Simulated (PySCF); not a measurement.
**Spinor energies of Pm(3+) (promethium, charge +3)**

Start: [Xe] 4f4; 4f5/2 filled at m_j = -1/2, +1/2, +3/2, +5/2. Calculated with PySCF 2.14 in x2c-QZVPPall-2c: generalised Hartree-Fock with the X2C-1e Hamiltonian and a Gaussian nucleus; one run each with spin-orbit coupling (SO) switched off, then screened by Boettger's factors.

```json
{"spinor shell": "1s1/2", "electrons": "2", "ε, spin-free (eV)": "-45438.4", "ε, screened SO (eV)": "-45431.2", "weight of nominal j (screened SO)": "1.000", "rms radius, screened SO (bohr)": "0.0264"}
{"spinor shell": "2s1/2", "electrons": "2", "ε, spin-free (eV)": "-7529.4", "ε, screened SO (eV)": "-7527.1", "weight of nominal j (screened SO)": "1.000", "rms radius, screened SO (bohr)": "0.107"}
{"spinor shell": "2p1/2", "electrons": "2", "ε, spin-free (eV)": "-6721.0", "ε, screened SO (eV)": "-7114.4", "weight of nominal j (screened SO)": "1.000", "rms radius, screened SO (bohr)": "0.0918"}
{"spinor shell": "2p3/2", "electrons": "4", "ε, spin-free (eV)": "-6721.0", "ε, screened SO (eV)": "-6550.0", "weight of nominal j (screened SO)": "1.000", "rms radius, screened SO (bohr)": "0.0979"}
{"spinor shell": "3s1/2", "electrons": "2", "ε, spin-free (eV)": "-1715.5", "ε, screened SO (eV)": "-1714.7", "weight of nominal j (screened SO)": "1.000", "rms radius, screened SO (bohr)": "0.277"}
{"spinor shell": "3p1/2", "electrons": "2", "ε, spin-free (eV)": "-1456.1", "ε, screened SO (eV)": "-1537.1", "weight of nominal j (screened SO)": "1.000", "rms radius, screened SO (bohr)": "0.269"}
{"spinor shell": "3p3/2", "electrons": "4", "ε, spin-free (eV)": "-1456.1", "ε, screened SO (eV)": "-1420.3", "weight of nominal j (screened SO)": "1.000", "rms radius, screened SO (bohr)": "0.282"}
{"spinor shell": "3d3/2", "electrons": "4", "ε, spin-free (eV)": "-1100.1", "ε, screened SO (eV)": "-1115.2", "weight of nominal j (screened SO)": "0.997", "rms radius, screened SO (bohr)": "0.254"}
{"spinor shell": "3d5/2", "electrons": "6", "ε, spin-free (eV)": "-1100.1", "ε, screened SO (eV)": "-1089.2", "weight of nominal j (screened SO)": "0.998", "rms radius, screened SO (bohr)": "0.257"}
{"spinor shell": "4s1/2", "electrons": "2", "ε, spin-free (eV)": "-387.68", "ε, screened SO (eV)": "-387.41", "weight of nominal j (screened SO)": "1.000", "rms radius, screened SO (bohr)": "0.629"}
{"spinor shell": "4p1/2", "electrons": "2", "ε, spin-free (eV)": "-299.65", "ε, screened SO (eV)": "-318.86", "weight of nominal j (screened SO)": "0.981", "rms radius, screened SO (bohr)": "0.649"}
{"spinor shell": "4p3/2", "electrons": "4", "ε, spin-free (eV)": "-299.65", "ε, screened SO (eV)": "-290.96", "weight of nominal j (screened SO)": "0.990", "rms radius, screened SO (bohr)": "0.676"}
{"spinor shell": "4d3/2", "electrons": "4", "ε, spin-free (eV)": "-171.88", "ε, screened SO (eV)": "-178.88", "weight of nominal j (screened SO)": "0.775", "rms radius, screened SO (bohr)": "0.736"}
{"spinor shell": "4d5/2", "electrons": "6", "ε, spin-free (eV)": "-171.88", "ε, screened SO (eV)": "-166.96", "weight of nominal j (screened SO)": "0.850", "rms radius, screened SO (bohr)": "0.742"}
{"spinor shell": "5s1/2", "electrons": "2", "ε, spin-free (eV)": "-79.658", "ε, screened SO (eV)": "-79.605", "weight of nominal j (screened SO)": "1.000", "rms radius, screened SO (bohr)": "1.51"}
{"spinor shell": "5p1/2", "electrons": "2", "ε, spin-free (eV)": "-54.920", "ε, screened SO (eV)": "-58.090", "weight of nominal j (screened SO)": "0.950", "rms radius, screened SO (bohr)": "1.67"}
{"spinor shell": "5p3/2", "electrons": "4", "ε, spin-free (eV)": "-54.920", "ε, screened SO (eV)": "-53.489", "weight of nominal j (screened SO)": "0.975", "rms radius, screened SO (bohr)": "1.76"}
{"spinor shell": "4f5/2", "electrons": "4", "ε, spin-free (eV)": "-44.195", "ε, screened SO (eV)": "-44.202", "weight of nominal j (screened SO)": "0.707", "rms radius, screened SO (bohr)": "0.999"}
```

```json
{"quantity": "E (hartree)", "spin-free": "-10012.54737", "screened SO": "-10017.93268"}
{"quantity": "M_J", "spin-free": "4", "screened SO": "4"}
{"quantity": "⟨J²⟩", "spin-free": "24.008", "screened SO": "23.348"}
{"quantity": "⟨L²⟩", "spin-free": "42.006", "screened SO": "41.841"}
{"quantity": "⟨S²⟩", "spin-free": "6.003", "screened SO": "5.980"}
```

The determinant has a definite M_J but mixes levels of different J.

Each row is a mean over spinors that exchange with the open shell spreads, by up to 11.089 eV (4d3/2).

Rows whose weight is well below 1 are mixtures of j = l ± 1/2: exchange outweighs spin-orbit coupling there, and the label is only the starting occupation.

Breit and QED terms are absent; they matter most for the inner s and p1/2 levels.

Densities and radii are taken from the X2C orbitals without a picture-change correction, which distorts them close to the nucleus.

Without spin-orbit coupling the j labels of p, d and f shells carry no meaning; the spin-free column gives the mean over the occupied spinors of each nl shell, and its ⟨J²⟩ belongs to a mixture of degenerate components.
